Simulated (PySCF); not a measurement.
GaO₂ at several levels of theory

All levels use the PBE0 minimum (doublet; Ga–O 1.686 Å (×2); O–Ga–O 180.0°), basis [Ga def2-TZVP, O def2-TZVP], no relativity, density fitting, no spin–orbit coupling, PySCF. Atomisation goes to high-spin ground-configuration atoms, without zero-point energy. Open shells are unrestricted, also as the reference of the correlated levels. A dash marks a value that was not computed or is not defined at that level.

| level | atomisation (kJ/mol) | −ε(HOMO) (eV) |
| --- | --- | --- |
| CCSD(T) | ? | – |
| HF | 224 | 8.21 |
| MP2 | 674 | – |
| PBE0 | 712 | 8.15 |
| PBE | 839 | 7.22 |
| B3LYP | 719 | 8.19 |
| r2SCAN | ? | ? |
| wB97X | 693 | 10.01 |

Problem. Fill in the row of CCSD(T).

Solution. atomisation (kJ/mol) 704.

Problem. Fill in the row of r2SCAN.

Solution. atomisation (kJ/mol) 782, −ε(HOMO) (eV) 7.57.

For GaO₂ itself CCSD(T) correlates 25 electrons; T1 = 0.058, D1 = 0.334, (T) = -89 kJ/mol. T1 is large, so the single-reference value is itself in doubt.

Spin contamination in at least one species weakens the values at: CCSD(T), HF, MP2.

The determinant is spin-contaminated (⟨S²⟩ = 1.20, pure value 0.75).
